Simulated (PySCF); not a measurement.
TiCl₂O, SMILES [O]=[Ti]([Cl])[Cl], multiplicity 1.

Geometry: ωB97X-D3(BJ)/def2-SVP. The multiplicity is an assumed one; other spin states were not compared. The isomer is the one that the SMILES or the coordinates give; other isomers of the formula were not compared.

Calculation: ωB97X-D3(BJ)/def2-SVP (PySCF).

Frequencies are harmonic and unscaled.

### Question
Estimate the vibrational spectrum. (Estimate from the structure and the level; the computed values follow.)

### Answer

```
mode  ν (cm⁻¹)  IR (km/mol)  Raman (Å⁴/amu)  depolarisation  moving atoms (share of kinetic energy)
----  --------  -----------  --------------  --------------  --------------------------------------
1           41         77.9             0.1            0.75                Ti 59 %, O 25 %, Cl 16 %
2          117          4.4             3.7            0.75                 Cl 67 %, Ti 24 %, O 9 %
3          225          0.0             2.5            0.75                         O 70 %, Cl 28 %
4          399         25.4             7.1            0.11                        Cl 81 %, Ti 14 %
5          539        199.1             0.1            0.75                        Ti 61 %, Cl 36 %
6         1186        243.9            26.7            0.09                         O 74 %, Ti 26 %
```
